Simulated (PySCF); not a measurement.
Ionisation energy of Co by level of theory

Co [Ar] 3d7 4s2 (4F) → Co⁺ [Ar] 3d8 (3F), as a difference of total energies. Computed with PySCF 2.14 in ANO-RCC-VTZP (6s5p3d2f1g, 59 functions), with the spin-free X2C one-electron Hamiltonian (Gaussian nucleus). Correlated levels: valence: [Ar] frozen; valence and next inner shell: [Ne] frozen. The calculations carry no spin-orbit coupling.

```
                                method  ionisation energy (eV)
                                   UHF                   8.118
                                   LDA                   8.127
                                   PBE                   7.960
                                  PBE0                   7.961
                                r2SCAN                   7.988
                                 wB97X                   7.912
                                PBEsol                   7.876
                             BHandHLYP                   8.228
                         MP2 (valence)                   7.102
                     SCS-MP2 (valence)                   7.182
    MP2 (valence and next inner shell)                   6.829
SCS-MP2 (valence and next inner shell)                   7.039
```

A first-order spin-orbit estimate (lowest level to lowest level, LS coupling) adds 0.010 eV.

Errors of the correlated levels include the incompleteness of this basis and the frozen core.

MP2 underrates the near-degeneracy of ns² with np² in the lower species.

Task: Which method comes closest to the reference value, and which is furthest?

Result: The reference is 7.881 eV (measured; NIST Atomic Spectra Database, ionization energies). Closest: PBEsol (error 0.006 eV); furthest: MP2 (valence and next inner shell) (error -1.042 eV), both after the spin-orbit estimate.
